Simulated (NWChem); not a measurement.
The numbers come from NWChem runs, not from measurements. System: germanium monotelluride (GeTe), charge 0, spin multiplicity 1, at a geometry optimised with PBE/def2-SVP with def2 effective core potentials on Te. Level: RHF/def2-SVP with def2 effective core potentials on Te.

Part of the output:

```
             Northwest Computational Chemistry Package (NWChem) 7.3.0
             --------------------------------------------------------

                                NWChem Input Module
                                -------------------

 Scaling coordinates for geometry "geometry" by  1.889725989
 (inverse scale =  0.529177249)

 Turning off AUTOSYM since
 SYMMETRY directive was detected!

                             Geometry "geometry" -> ""
                             -------------------------

 Output coordinates in angstroms (scale by  1.889725989 to convert to a.u.)

  No.       Tag          Charge          X              Y              Z
 ---- ---------------- ---------- -------------- -------------- --------------
    1 Ge                  32.0000     0.00000000     0.00000000     1.47068300
    2 Te                  52.0000     0.00000000     0.00000000    -0.90503600

 Effective nuclear repulsion energy (a.u.)     370.6460832849

            Nuclear Dipole moment (a.u.)
            ----------------------------
        X                 Y               Z
 ---------------- ---------------- ----------------
     0.0000000000     0.0000000000    -0.0000302356

      Symmetry information
      --------------------

 Group name             C2v
 Group number             16
 Group order               4
 No. of unique centers     2

      Symmetry unique atoms

     1    2


 Summary of "ao basis" -> "" (spherical)
 ------------------------------------------------------------------------------
       Tag                 Description            Shells   Functions and Types
 ---------------- ------------------------------  ------  ---------------------
 *                          def2-svp                  on all atoms

 Summary of "ao basis" -> "ao basis" (spherical)
 ------------------------------------------------------------------------------
       Tag                 Description            Shells   Functions and Types
 ---------------- ------------------------------  ------  ---------------------
 Ge                         def2-svp                12       32   5s4p3d
 Te                         def2-svp                10       26   4s4p2d

                                 NWChem SCF Module
                                 -----------------

  ao basis        = "ao basis"
  functions       =    58
  atoms           =     2
  closed shells   =    28
  open shells     =     0
  charge          =   0.00
  wavefunction    = RHF
  use symmetry    = T
  symmetry adapt  = T

 Summary of "ao basis" -> "ao basis" (spherical)
 ------------------------------------------------------------------------------
       Tag                 Description            Shells   Functions and Types
 ---------------- ------------------------------  ------  ---------------------
 Ge                         def2-svp                12       32   5s4p3d
 Te                         def2-svp                10       26   4s4p2d

      Symmetry analysis of basis
      --------------------------

        a1         27
        a2          5
        b1         13
        b2         13

 Forming initial guess at       0.1s

      Superposition of Atomic Density Guess
      -------------------------------------

 Sum of atomic energies:       -2386.26720878

      Non-variational initial energy
      ------------------------------

 Total energy =   -2342.126476
 1-e energy   =   -3703.072627
 2-e energy   =    1189.878728
 HOMO         =      -0.255566
 LUMO         =      -0.047263

      Symmetry analysis of molecular orbitals - initial
      -------------------------------------------------

 !! scf_movecs_sym_adapt:   36 vectors were symmetry contaminated

  Symmetry fudging

 !! scf_movecs_sym_adapt:   34 vectors were symmetry contaminated

  Numbering of irreducible representations:

     1 a1          2 a2          3 b1          4 b2

  Orbital symmetries:

     1 a1          2 a1          3 a1          4 b1          5 b2
     6 a1          7 a1          8 a1          9 b1         10 b2
    11 a1         12 b1         13 b2         14 a1         15 b1
    16 b2         17 a2         18 a1         19 a1         20 b2
    21 b1         22 a2         23 a1         24 a1         25 a1
    26 b2         27 b1         28 a1         29 b2         30 b1
    31 a1         32 a1         33 a1         34 b1         35 b2
    36 a1         37 a2         38 a1

 Starting SCF solution at       1.0s

 ----------------------------------------------
         Quadratically convergent ROHF

 Convergence threshold     :          1.000E-07
 Maximum no. of iterations :          100
 Final Fock-matrix accuracy:          1.000E-09
 ----------------------------------------------

              iter       energy          gnorm     gmax       time
             ----- ------------------- --------- --------- --------
                 1    -2342.0815268171  5.94D-01  2.65D-01      1.0
                 2    -2342.1273658514  1.39D-01  6.09D-02      1.1
                 3    -2342.1305619206  5.36D-03  2.41D-03      1.1
                 4    -2342.1305733740  2.49D-05  9.54D-06      1.1
                 5    -2342.1305733741  7.46D-09  1.98D-09      1.2

       Final RHF  results
       ------------------

         Total SCF energy =  -2342.130573374053
      One-electron energy =  -3702.886136338049
      Two-electron energy =   1189.688139909431
 Nuclear repulsion energy =    171.067423054565

        Time for solution =      0.1s

       Symmetry analysis of molecular orbitals - final
       -----------------------------------------------

  Numbering of irreducible representations:

     1 a1          2 a2          3 b1          4 b2

  Orbital symmetries:

     1 a1          2 a1          3 b1          4 b2          5 a1
     6 a1          7 a1          8 b1          9 b2         10 a1
    11 a1         12 b1         13 b2         14 a1         15 b1
    16 b2         17 a2         18 a1         19 a2         20 a1
    21 b1         22 b2         23 a1         24 a1         25 a1
    26 a1         27 b2         28 b1         29 b1         30 b2
    31 a1         32 a1         33 a1         34 b1         35 b2
    36 a1         37 a2         38 a1

             Final eigenvalues
             -----------------

              1
    1 -405.2494
    2  -52.1772
    3  -46.2771
    4  -46.2771
    5  -46.2756
    6   -7.2328
    7   -7.0983
    8   -5.2081
    9   -5.2081
   10   -5.2030
   11   -5.0666
   12   -5.0639
   13   -5.0639
   14   -1.9234
   15   -1.9206
   16   -1.9206
   17   -1.9180
   18   -1.9180
   19   -1.6824
   20   -1.6824
   21   -1.6760
   22   -1.6760
   23   -1.6749
   24   -0.8034
   25   -0.5663
   26   -0.3480
   27   -0.3219
   28   -0.3219
   29    0.0045
   30    0.0045
   31    0.1370
   32    0.2428
   33    0.3845
   34    0.4237
   35    0.4237
   36    0.4451
   37    0.4863
   38    0.4863

                       ROHF Final Molecular Orbital Analysis
                       -------------------------------------

 Vector   26  Occ=2.000000D+00  E=-3.480176D-01  Symmetry=a1
              MO Center=  2.8D-15, -1.5D-15,  4.6D-01, r^2= 4.3D+00
   Bfn.  Coefficient  Atom+Function         Bfn.  Coefficient  Atom+Function
  ----- ------------  ---------------      ----- ------------  ---------------
    45      0.432825  2 Te pz                14     -0.353055  1 Ge pz
    48      0.332262  2 Te pz                17     -0.286663  1 Ge pz
     5     -0.256171  1 Ge s                  4     -0.241076  1 Ge s
    11      0.197322  1 Ge pz                42     -0.173646  2 Te pz

 Vector   27  Occ=2.000000D+00  E=-3.218566D-01  Symmetry=b2
              MO Center= -9.2D-30,  2.6D-15, -3.7D-01, r^2= 3.0D+00
   Bfn.  Coefficient  Atom+Function         Bfn.  Coefficient  Atom+Function
  ----- ------------  ---------------      ----- ------------  ---------------
    44      0.482384  2 Te py                47      0.476457  2 Te py
    16      0.221256  1 Ge py                41     -0.196495  2 Te py
    13      0.184448  1 Ge py                38     -0.155225  2 Te py

 Vector   28  Occ=2.000000D+00  E=-3.218566D-01  Symmetry=b1
              MO Center=  2.3D-15,  2.7D-29, -3.7D-01, r^2= 3.0D+00
   Bfn.  Coefficient  Atom+Function         Bfn.  Coefficient  Atom+Function
  ----- ------------  ---------------      ----- ------------  ---------------
    43      0.482384  2 Te px                46      0.476457  2 Te px
    15      0.221256  1 Ge px                40     -0.196495  2 Te px
    12      0.184448  1 Ge px                37     -0.155225  2 Te px

 Vector   29  Occ=0.000000D+00  E= 4.547442D-03  Symmetry=b1
              MO Center=  5.3D-15,  9.3D-29,  9.5D-01, r^2= 4.3D+00
   Bfn.  Coefficient  Atom+Function         Bfn.  Coefficient  Atom+Function
  ----- ------------  ---------------      ----- ------------  ---------------
    15      0.756490  1 Ge px                46     -0.461223  2 Te px
    12      0.327544  1 Ge px                43     -0.244079  2 Te px
     9     -0.207017  1 Ge px

 Vector   30  Occ=0.000000D+00  E= 4.547442D-03  Symmetry=b2
              MO Center= -9.2D-30,  2.1D-15,  9.5D-01, r^2= 4.3D+00
   Bfn.  Coefficient  Atom+Function         Bfn.  Coefficient  Atom+Function
  ----- ------------  ---------------      ----- ------------  ---------------
    16      0.756490  1 Ge py                47     -0.461223  2 Te py
    13      0.327544  1 Ge py                44     -0.244079  2 Te py
    10     -0.207017  1 Ge py

 Vector   31  Occ=0.000000D+00  E= 1.370131D-01  Symmetry=a1
              MO Center=  8.3D-15, -1.1D-14,  5.1D-01, r^2= 6.5D+00
   Bfn.  Coefficient  Atom+Function         Bfn.  Coefficient  Atom+Function
  ----- ------------  ---------------      ----- ------------  ---------------
    17      1.423467  1 Ge pz                48      1.295411  2 Te pz
    36      1.120082  2 Te s                  5     -0.887339  1 Ge s
     4     -0.390591  1 Ge s                  3      0.203358  1 Ge s
    35      0.195442  2 Te s                 45      0.196102  2 Te pz
    14      0.192176  1 Ge pz

 center of mass
 --------------
 x =   0.00000000 y =   0.00000000 z =  -0.08209196

 moments of inertia (a.u.)
 ------------------
         949.570826860478           0.000000000000           0.000000000000
           0.000000000000         949.570826860478           0.000000000000
           0.000000000000           0.000000000000           0.000000000000

  Mulliken analysis of the total density
  --------------------------------------

    Atom       Charge   Shell Charges
 -----------   ------   -------------------------------------------------------
    1 Ge  32    31.70   2.00  2.00  2.00  1.39  0.48  6.00  5.98  0.83  0.94  8.15  1.79  0.14
    2 Te  24    24.30   1.77  0.27  1.18  0.70  2.88  3.16  2.08  2.21  9.84  0.21

       Multipole analysis of the density wrt the origin
       ------------------------------------------------

     L   x y z        total         open         nuclear
     -   - - -        -----         ----         -------
     0   0 0 0     -0.000000      0.000000     56.000000

     1   1 0 0     -0.000000      0.000000      0.000000
     1   0 1 0      0.000000      0.000000      0.000000
     1   0 0 1      0.801699      0.000000     47.887531

     2   2 0 0    -33.122441      0.000000      0.000000
     2   1 1 0      0.000000      0.000000      0.000000
     2   1 0 1      0.000000      0.000000      0.000000
     2   0 2 0    -33.122441      0.000000      0.000000
     2   0 1 1      0.000000      0.000000      0.000000
     2   0 0 2    -31.971263      0.000000    317.364897

 Task  times  cpu:        1.2s     wall:        1.2s

 Total times  cpu:        1.2s     wall:        1.2s
```

Write an NWChem input that would produce this output.

Several could match; the one computed here: 
```
start mol
memory heap 200 mb stack 900 mb global 1100 mb
geometry units angstroms nocenter noautoz
  Ge     0.000000     0.000000     1.470683
  Te     0.000000     0.000000    -0.905036
  symmetry group C2v
end
basis spherical
  * library def2-svp
end
ecp
  Te library def2-ecp
end
scf
  rhf
  nopen 0
  maxiter 100
  thresh 1e-7
  semidirect memsize 60000000 filesize 0
end
task scf energy
```
